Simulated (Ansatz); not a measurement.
Reaction (redistribution): `C[S][InH2]` + `B[SiH2][SiH2][SiH3]` → `B[SiH2][InH2]` + `CS[SiH2][SiH3]`

Computed with Ansatz on PBE0-D4/def2-TZVP structures; ΔE is electronic, products minus reactants. CCSD(T)/CBS adds triple-zeta CCSD(T) − MP2 to the extrapolated MP2 energy (def2 sets, frozen cores). Elements past krypton have def2 core potentials. For In outer-core shells are correlated without core-valence functions, which leaves a few kJ/mol of doubt a bond. Each species was taken in one conformer, which may not be the lowest.

```json
{"species": "`C[S][InH2]`", "MP2/def2-TZVPP energy (Eh)": "-628.20176"}
{"species": "`B[SiH2][SiH2][SiH3]`", "MP2/def2-TZVPP energy (Eh)": "-897.20037"}
{"species": "`B[SiH2][InH2]`", "MP2/def2-TZVPP energy (Eh)": "-506.80898"}
{"species": "`CS[SiH2][SiH3]`", "MP2/def2-TZVPP energy (Eh)": "-1018.59778"}
```

(1) Work out ΔE.

Largest T1 diagnostic among the species: 0.015.

Answers

(1) ΔE = (-506.80898) + (-1018.59778) − (-628.20176) − (-897.20037) = -0.00463 Eh = -0.13 eV. CCSD(T)/CBS gives -0.02 eV.

In def2-TZVPP, CCSD(T) changes the Hartree–Fock value by −0.48 eV (the triples alone add −0.07 eV) and MP2 by −0.59 eV. From PBE to PBE0 (25 % exact exchange), in def2-TZVPP and without D4, ΔE moves by +0.06 eV.
